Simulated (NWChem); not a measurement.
**Atomisation of CH₂NS**

```
N
C 1 1.3126
H 1 1.0136 2 120.59
H 1 1.0210 3 116.90 2 180.00
S 2 1.5963 1 137.08 3 180.00
```
Charge 0, spin multiplicity 2.

Program: NWChem. All single points use one geometry, from UPBE0/def2-SVP, a minimum by its harmonic frequencies. It is one conformer; others weren't searched.

Basis set: def2-TZVP. The atomisation energy is electronic alone: no zero-point, thermal, spin-orbit or counterpoise terms. No value is extrapolated to the basis-set limit. Free atoms are single determinants with multiplicities N 4, C 3, S 3, H 2.

The structure started from a generated list of species. The unpaired electrons of the parent sit in orbitals of symmetry a' (Cs labels of the run); other states weren't searched. The stability of the SCF solutions was not checked.

Q: One of these methods gave an atomisation energy of 503.0 kcal/mol. Which?
A) PBE0
B) LDA (SVWN5)
C) PBE
D) BHandHLYP

A: B, LDA (SVWN5). The others give 441.3 (PBE), 395.1 (BHandHLYP), 422.9 (PBE0).
